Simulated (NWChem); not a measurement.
Lowest excitation of H$_{6}$B$_{2}$

SMILES: B.B
```xyz
8

B      0.0000     0.0000    -0.8885
B      0.0000     0.0000     0.8885
H      0.0000     0.9883     0.0000
H      1.0494     0.0000    -1.4735
H     -1.0494     0.0000    -1.4735
H      0.0000    -0.9883     0.0000
H      1.0494     0.0000     1.4735
H     -1.0494     0.0000     1.4735
```
Charge 0, spin multiplicity 1.

Program: NWChem. The geometry was optimised at B3LYP/def2-SVP, a minimum by its harmonic frequencies.

Basis set: def2-SVPD.

B3LYP has NWChem's definition, with VWN1-RPA local correlation. The structure started from a generated list of species.

Q: Order these methods by the lowest vertical singlet excitation energy they give, lowest first: CIS, TDA-BHandHLYP, TD-PBE, TD-B3LYP.

A: TD-PBE (5.90 eV), TD-B3LYP (6.46 eV), TDA-BHandHLYP (7.12 eV), CIS (8.15 eV)
